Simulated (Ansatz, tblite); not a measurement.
Cost and result up the ladder for GeH4 (5 atoms). Total charge 0; singlet. Geometry: B3LYP-D4/def2-TZVP.

```xyz
5

Ge    0.000    0.000    0.000
H     0.345    0.348    1.455
H     0.172    1.247   -0.879
H    -1.455   -0.486   -0.079
H     0.938   -1.110   -0.497
```

Ansatz on 4 threads of Intel Xeon on a shared host; xTB runs through tblite on one thread. Times are rough, summed over both states, and most runs start from the orbitals of an earlier one. PBE0-D4/def2-TZVP serves as the yardstick here, not as an exact answer. The other state is a triplet.

The xTB rows come from tblite.

xTB has no spin-polarisation term.

```
                            level  functions  vertical triplet (eV)  difference from PBE0-D4/def2-TZVP (eV)
r2SCAN-D4/def2-TZVP (with forces)         72                   8.10                                   -0.07
                PBE0-D4/def2-TZVP         72                   8.17                                    0.00
                         GFN2-xTB         13                   8.56                                    0.38
                         GFN1-xTB         17                   6.94                                   -1.23
                 PBE-D4/def2-TZVP         72                   7.94                                   -0.23
```

Estimate how long each takes.

GFN2-xTB 0.005 s; GFN1-xTB 0.008 s; PBE-D4/def2-TZVP 1 s; PBE0-D4/def2-TZVP 1.5 s; r2SCAN-D4/def2-TZVP (with forces) 2 s. On shared hardware such times vary by a factor of up to 3.
